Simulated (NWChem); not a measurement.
All runs are NWChem calculations. System: BeCl2, charge 1, spin multiplicity 2, at the geometry of a parent with another charge or spin, in a state set for the comparison that need not be this species' ground state. Its SCF solution wasn't tested for a lower state. Level: UPBE/6-31+G* (spherical d).

Output (cleaned and shortened):

```
             Northwest Computational Chemistry Package (NWChem) 7.3.0
             --------------------------------------------------------

                                NWChem Input Module
                                -------------------

 Scaling coordinates for geometry "geometry" by  1.889725989
 (inverse scale =  0.529177249)

 Turning off AUTOSYM since
 SYMMETRY directive was detected!

                             Geometry "geometry" -> ""
                             -------------------------

 Output coordinates in angstroms (scale by  1.889725989 to convert to a.u.)

  No.       Tag          Charge          X              Y              Z
 ---- ---------------- ---------- -------------- -------------- --------------
    1 Be                   4.0000     0.00000000     0.00000000     0.00000000
    2 Cl                  17.0000     0.00000000     0.00000000     1.81444600
    3 Cl                  17.0000     0.00000000     0.00000000    -1.81444600

 Effective nuclear repulsion energy (a.u.)      81.8069087448

            Nuclear Dipole moment (a.u.)
            ----------------------------
        X                 Y               Z
 ---------------- ---------------- ----------------
     0.0000000000     0.0000000000     0.0000000000

      Symmetry information
      --------------------

 Group name             D2h
 Group number             26
 Group order               8
 No. of unique centers     2

      Symmetry unique atoms

     1    2


 Summary of "ao basis" -> "" (spherical)
 ------------------------------------------------------------------------------
       Tag                 Description            Shells   Functions and Types
 ---------------- ------------------------------  ------  ---------------------
 *                          6-31+g*                   on all atoms

  pbe96 is a nonlocal functional; adding pw91lda local functional.

                                 NWChem DFT Module
                                 -----------------

 Summary of "ao basis" -> "ao basis" (spherical)
 ------------------------------------------------------------------------------
       Tag                 Description            Shells   Functions and Types
 ---------------- ------------------------------  ------  ---------------------
 Be                         6-31+g*                  8       18   4s3p1d
 Cl                         6-31+g*                 10       22   5s4p1d

 Summary of "ao basis" -> "ao basis" (spherical)
 ------------------------------------------------------------------------------
       Tag                 Description            Shells   Functions and Types
 ---------------- ------------------------------  ------  ---------------------
 Be                         6-31+g*                  8       18   4s3p1d
 Cl                         6-31+g*                 10       22   5s4p1d

      Symmetry analysis of basis
      --------------------------

        ag         17
        au          1
        b1g         2
        b1u        14
        b2g         6
        b2u         8
        b3g         6
        b3u         8

            General Information
            -------------------
          SCF calculation type: DFT
          Wavefunction type:  spin polarized.
          No. of atoms     :     3
          No. of electrons :    37
           Alpha electrons :    19
            Beta electrons :    18
          Charge           :     1
          Spin multiplicity:     2
          Use of symmetry is: on ; symmetry adaption is: on
          Maximum number of iterations: 100
          AO basis - number of functions:    62
                     number of shells:    28
          Convergence on energy requested:  1.00D-06
          Convergence on density requested:  1.00D-05
          Convergence on gradient requested:  5.00D-04

              XC Information
              --------------
          PerdewBurkeErnzerhof Exchange Functional  1.000
            Perdew 1991 LDA Correlation Functional  1.000 local
           PerdewBurkeErnz. Correlation Functional  1.000 non-local

             Grid Information
             ----------------
          Grid used for XC integration:  medium
          Radial quadrature: Mura-Knowles
[...]
  ----- ------------  ---------------      ----- ------------  ---------------
     4      0.665435  1 Be py                 8      0.549700  1 Be py
    26     -0.255910  2 Cl py                48     -0.255910  3 Cl py
    30     -0.208030  2 Cl py                52     -0.208030  3 Cl py
    22      0.091507  2 Cl py                44      0.091507  3 Cl py
    34     -0.084246  2 Cl py                56     -0.084246  3 Cl py

 Vector   22  Occ=0.000000D+00  E=-2.568233D-01  Symmetry=ag
              MO Center=  1.3D-14, -3.8D-14,  2.4D-16, r^2= 4.3D+00
   Bfn.  Coefficient  Atom+Function         Bfn.  Coefficient  Atom+Function
  ----- ------------  ---------------      ----- ------------  ---------------
     6      1.003492  1 Be s                 28     -0.356064  2 Cl s
    50     -0.356064  3 Cl s                 27      0.296182  2 Cl pz
    49     -0.296182  3 Cl pz                31      0.273205  2 Cl pz
    53     -0.273205  3 Cl pz                 2      0.269495  1 Be s
    24     -0.249444  2 Cl s                 46     -0.249444  3 Cl s

                     DFT Final Beta Molecular Orbital Analysis
                     -----------------------------------------

 Vector   16  Occ=1.000000D+00  E=-5.641936D-01  Symmetry=b3u
              MO Center=  1.1D-15, -1.1D-16, -2.2D-15, r^2= 3.9D+00
   Bfn.  Coefficient  Atom+Function         Bfn.  Coefficient  Atom+Function
  ----- ------------  ---------------      ----- ------------  ---------------
    25      0.507034  2 Cl px                47      0.507034  3 Cl px
    29      0.215724  2 Cl px                51      0.215724  3 Cl px
    21     -0.196250  2 Cl px                43     -0.196250  3 Cl px
     3      0.193712  1 Be px                 7      0.040763  1 Be px

 Vector   17  Occ=1.000000D+00  E=-5.641567D-01  Symmetry=b2u
              MO Center=  1.3D-28,  1.1D-16, -1.4D-16, r^2= 3.9D+00
   Bfn.  Coefficient  Atom+Function         Bfn.  Coefficient  Atom+Function
  ----- ------------  ---------------      ----- ------------  ---------------
    26      0.509257  2 Cl py                48      0.509257  3 Cl py
    30      0.216232  2 Cl py                52      0.216232  3 Cl py
    22     -0.196943  2 Cl py                44     -0.196943  3 Cl py
     4      0.189601  1 Be py                 8      0.037877  1 Be py

 Vector   18  Occ=1.000000D+00  E=-5.469660D-01  Symmetry=b3g
              MO Center= -1.3D-16, -5.5D-14,  8.8D-16, r^2= 4.3D+00
   Bfn.  Coefficient  Atom+Function         Bfn.  Coefficient  Atom+Function
  ----- ------------  ---------------      ----- ------------  ---------------
    26      0.542658  2 Cl py                48     -0.542658  3 Cl py
    30      0.245391  2 Cl py                52     -0.245391  3 Cl py
    22     -0.209223  2 Cl py                44      0.209223  3 Cl py
    15      0.048665  1 Be d -1

 Vector   19  Occ=0.000000D+00  E=-5.464578D-01  Symmetry=b2g
              MO Center=  2.2D-14,  4.6D-29,  2.8D-15, r^2= 4.3D+00
   Bfn.  Coefficient  Atom+Function         Bfn.  Coefficient  Atom+Function
  ----- ------------  ---------------      ----- ------------  ---------------
    25      0.541632  2 Cl px                47     -0.541632  3 Cl px
    29      0.246224  2 Cl px                51     -0.246224  3 Cl px
    21     -0.208989  2 Cl px                43      0.208989  3 Cl px
    17     -0.049434  1 Be d  1

 Vector   20  Occ=0.000000D+00  E=-2.674853D-01  Symmetry=b3u
              MO Center=  8.0D-18,  1.6D-31, -3.6D-17, r^2= 2.7D+00
   Bfn.  Coefficient  Atom+Function         Bfn.  Coefficient  Atom+Function
  ----- ------------  ---------------      ----- ------------  ---------------
     3      0.667258  1 Be px                 7      0.546233  1 Be px
    25     -0.262900  2 Cl px                47     -0.262900  3 Cl px
    29     -0.214232  2 Cl px                51     -0.214232  3 Cl px
    21      0.094507  2 Cl px                43      0.094507  3 Cl px
    33     -0.084334  2 Cl px                55     -0.084334  3 Cl px

 Vector   21  Occ=0.000000D+00  E=-2.635762D-01  Symmetry=b2u
              MO Center=  9.0D-17, -9.5D-15, -5.0D-15, r^2= 2.7D+00
   Bfn.  Coefficient  Atom+Function         Bfn.  Coefficient  Atom+Function
  ----- ------------  ---------------      ----- ------------  ---------------
     4      0.667713  1 Be py                 8      0.546107  1 Be py
    26     -0.260378  2 Cl py                48     -0.260378  3 Cl py
    30     -0.212099  2 Cl py                52     -0.212099  3 Cl py
    22      0.093434  2 Cl py                44      0.093434  3 Cl py
    34     -0.084921  2 Cl py                56     -0.084921  3 Cl py

   alpha - beta orbital overlaps
   -----------------------------

   alpha      1      2      3      4      5      6      7      8      9     10
    beta      1      2      3      4      5      6      7      8      9     10
 overlap   1.000  1.000  1.000  1.000  1.000  1.000  1.000  1.000  1.000  1.000

   alpha     11     12     13     14     15     16     17     18     19     20
    beta     11     12     13     14     15     16     19     17     18     20
 overlap   1.000  1.000  1.000  1.000  1.000  0.999  1.000  1.000  1.000  0.999

   alpha     21     22     23     24     25     26     27     28     29     30
    beta     21     22     23     24     25     26     27     28     29     30
 overlap   1.000  1.000  1.000  1.000  0.999  1.000  1.000  1.000  1.000  1.000

   alpha     31     32     33     34     35     36     37     38     39     40
    beta     31     33     32     34     35     36     37     38     39     40
 overlap   1.000  0.999  0.999  1.000  0.999  1.000  1.000  1.000  0.999  1.000

   alpha     41     42     43     44     45     46     47     48     49     50
    beta     41     42     43     44     45     46     47     48     49     50
 overlap   1.000  1.000  1.000  0.998  1.000  1.000  0.995  0.790  0.795  0.999

   alpha     51     52     53     54     55     56     57     58     59     60
    beta     51     52     53     54     55     56     57     58     59     60
 overlap   1.000  0.998  1.000  1.000  0.999  0.995  0.994  0.999  1.000  1.000

   alpha     61     62
    beta     61     62
 overlap   1.000  1.000

     --------------------------
     Expectation value of S2:
     --------------------------
      <S2> =      0.7529 (Exact =     0.7500)

 center of mass
 --------------
 x =   0.00000000 y =   0.00000000 z =   0.00000000

 moments of inertia (a.u.)
 ------------------
         822.237183335282           0.000000000000           0.000000000000
           0.000000000000         822.237183335282           0.000000000000
           0.000000000000           0.000000000000           0.000000000000

     Multipole analysis of the density
     ---------------------------------

     L   x y z        total         alpha         beta         nuclear
     -   - - -        -----         -----         ----         -------
     0   0 0 0      1.000000    -19.000000    -18.000000     38.000000

     1   1 0 0      0.000000     -0.000000      0.000000      0.000000
     1   0 1 0      0.000000     -0.000000      0.000000      0.000000
     1   0 0 1      0.000000      0.000000      0.000000      0.000000

     2   2 0 0    -18.351274    -10.246739     -8.104535      0.000000
     2   1 1 0     -0.000000     -0.000000     -0.000000      0.000000
     2   1 0 1      0.000000      0.000000      0.000000      0.000000
     2   0 2 0    -19.875526    -10.252813     -9.622713      0.000000
     2   0 1 1      0.000000      0.000000      0.000000      0.000000
     2   0 0 2    -12.417703   -212.375021   -199.770787    399.728104

 Task  times  cpu:        0.8s     wall:        0.8s

 Total times  cpu:        0.8s     wall:        0.8s
```

Write an NWChem input that would produce this output.

This is not unique; one that fits is 
```
start mol
memory heap 200 mb stack 900 mb global 1100 mb
charge 1
geometry units angstroms nocenter noautoz
  Be     0.000000     0.000000     0.000000
  Cl     0.000000     0.000000     1.814446
  Cl     0.000000     0.000000    -1.814446
  symmetry group D2h
end
basis spherical
  * library 6-31+g*
end
dft
  xc xpbe96 cpbe96
  odft
  mult 2
  semidirect memsize 60000000 filesize 0
  iterations 100
end
task dft energy
```
